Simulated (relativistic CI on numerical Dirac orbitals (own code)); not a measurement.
## What each ingredient does to the levels of Xe20+

Base calculation: Dirac-Coulomb-Breit CI, orbitals from a KLI potential per configuration, model QED, unscaled Slater integrals.

Configurations in the expansion (outside the closed core [Ar] 3d10): 4s2.4p4, 4s.4p5, 4s2.4p3.4d, 4p6, 4s.4p4.4d, 4s2.4p3.4f, 4s.4p4.4f, 4p5.4d, 4s.4p3.4d2, 4s2.4p2.4d.4f, 4p5.4f, 4s2.4p3.5s, 4s2.4p3.5p, 4p5.5s, 4s.4p3.4d.5s, 4p4.4d.4f, 4s.4p4.5s, 4s2.4p3.5d, 4s2.4p2.4f.5s, 4s.4p3.4f2, 4s.4p4.5p, 4s2.4p3.5f, 4s2.4p3.5g, 4s.4p4.5d, 4s2.4p3.6s, 4s2.4p3.6p, 4s.4p3.5s2, 4s2.4p2.4d2, 4s2.4p.4d3, 4s.4p2.4d3, 4s2.4p.4d2.4f, 4s.4p2.4d2.4f, 4s2.4p.4d2.5s, 4p4.4d2, 4p3.4d3, 4p3.4d2.4f, 4p3.4d2.5s, 4s2.4p2.4d.5s, 4s.4p2.4d2.5s, 4s2.4p.4d.4f.5s, 4s.4p2.4d.4f.5s, 4s2.4p.4d.5s2, 4p4.4d.5s, 4p3.4d.4f.5s, 4p3.4d.5s2, 4s2.4p2.5s2, 4s.4p2.4d.5s2, 4s2.4p.4f.5s2, 4s.4p2.4f.5s2. Double excitations out of closed p, d and f shells are left out; levels of such configurations are missing from the list, as are those of other unlisted configurations, and high levels can miss mixing partners. These lack a partner that the ground configuration has and come out too high: 4s2.4p3.5p, 4s2.4p3.5d, 4s.4p4.5p, 4s2.4p3.5f, 4s2.4p3.5g.

Variants: (1) valence Slater integrals scaled by 0.9; (2) Breit term removed. Shifts of the energy above 4s2.4p4 3P_2, in cm⁻¹, for the lowest level and the first level of each name with at least 55 % of one term (blank where a level changes its place among those of its configuration and J or its character, or is not in the variant):

| Level | Base | Δ(1) | Δ(2) |
| --- | --- | --- | --- |
| 4s2.4p4 3P_2 | 0 | 0 | 0 |
| 4s2.4p4 3P_1 | 119143 | +980 | +1623 |
| 4s2.4p4 1D_2 | 143303 | -1349 | +1712 |
| 4s.4p5 3P°_2 | 526342 | +9456 | +298 |
| 4s.4p5 3P°_1 | 569927 | +7692 | +564 |
| 4s.4p5 3P°_0 | 646087 | +10186 | +1848 |
| 4s2.4p3.4d 3D°_1 | 765519 | +3089 | +2768 |
| 4s2.4p3.4d 1S°_0 | 774170 | +6198 | +3037 |
| 4s2.4p3.4d 3F°_3 | 783375 | +5382 | +3248 |
| 4s2.4p3.4d 3D°_3 | 794393 | +6011 | +3666 |
| 4s2.4p3.4d 3G°_4 | 800991 | +4659 | +3620 |
| 4s2.4p3.4d 3F°_4 | 810508 | +3154 | +3455 |
| 4s2.4p3.4d 3G°_5 | 834049 | +2589 | +4034 |
| 4s2.4p3.4d 3P°_0 | 862688 | +616 | +3661 |
| 4s2.4p3.4d 3D°_2 | 872776 | -1184 | +3660 |
| 4s2.4p3.4d 3S°_1 | 924077 | -8258 | +3339 |
| 4s2.4p3.4d 1F°_3 | 1051936 |  | +4556 |
| 4p6 1S_0 | 1128280 | +14245 | +821 |
| 4s.4p4.4d 5D_3 | 1163007 | +13758 | +1887 |
| 4s.4p4.4d 5D_2 | 1163419 | +13271 | +1609 |
| 4s.4p4.4d 5D_4 | 1172665 | +13821 | +2288 |
| 4s.4p4.4d 5D_0 | 1193225 | +13302 | +2117 |

At this charge energies of transitions that change n are usually good to better than 1 %, and those within a shell (Δn = 0) to a few per cent.

Ionisation energy from the two ground configurations alone: base 616.253 eV; Breit term removed 616.616 eV. The NIST ASD value (theoretical) is 616 eV.

LS names give the leading component of a level, which can be under half, so a name can repeat, a term be missing and a line seem to break the LS rules.
